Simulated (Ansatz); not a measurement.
## A geometry optimisation of AlH6NSiSn with B3LYP-D3(BJ)/def2-SVP

The starting geometry of this gas-phase singlet was optimised with GFN2-xTB.

```json
{"atom": "Al", "x (Å)": "-1.0420", "y (Å)": "-0.4462", "z (Å)": "-0.4563"}
{"atom": "N", "x (Å)": "0.6979", "y (Å)": "-0.8668", "z (Å)": "-0.2509"}
{"atom": "Si", "x (Å)": "2.2313", "y (Å)": "-0.1039", "z (Å)": "0.1400"}
{"atom": "Sn", "x (Å)": "-3.4871", "y (Å)": "0.1607", "z (Å)": "-0.7370"}
{"atom": "H", "x (Å)": "3.1600", "y (Å)": "-0.3050", "z (Å)": "-0.9817"}
{"atom": "H", "x (Å)": "-2.5529", "y (Å)": "1.4969", "z (Å)": "-1.5453"}
{"atom": "H", "x (Å)": "-2.9569", "y (Å)": "0.9457", "z (Å)": "0.8177"}
{"atom": "H", "x (Å)": "1.9393", "y (Å)": "1.3108", "z (Å)": "0.3643"}
{"atom": "H", "x (Å)": "2.7879", "y (Å)": "-0.7500", "z (Å)": "1.3374"}
{"atom": "H", "x (Å)": "0.8615", "y (Å)": "-1.8625", "z (Å)": "-0.4076"}
```

Task: Predict what becomes of its bonds when it is optimised with B3LYP-D3(BJ)/def2-SVP.

Result: New bonds form, giving a structure with H6 bridging Al1 and Sn4, H7 bridging Al1 and Sn4, given below by its coordinates. Contacts that close: Al1–H6 (2.69 → 1.87 Å), Al1–H7 (2.69 → 1.88 Å).

The energy falls by 0.38 eV over 15 steps:

```
step  E − E(last) (eV)
   1             0.384
   3             0.279
   4             0.250
   6             0.145
   7             0.078
   9             0.014
  10             0.007
  12             0.000
  13             0.000
  15             0.000
```

Final geometry (Å):

```xyz
10

Al   -1.2323   -0.5857   -0.5208
N     0.4982   -1.0283   -0.3168
Si    1.8581   -0.0132    0.0996
Sn   -3.3656    0.7293   -0.5953
H     2.9110   -0.0082   -0.9627
H    -1.6061    1.0340   -1.3827
H    -2.0057    0.5318    0.7817
H     1.3317    1.3710    0.2678
H     2.5198   -0.4400    1.3712
H     0.7301   -2.0112   -0.4610
```

Frequencies at the end are all real (lowest 22 cm⁻¹). Atoms past krypton carry core potentials, without spin–orbit terms. Run with Ansatz 0.2.0, 29 s on 2 threads of Intel(R) Xeon(R) 6975P-C (Granite Rapids) (shared host).
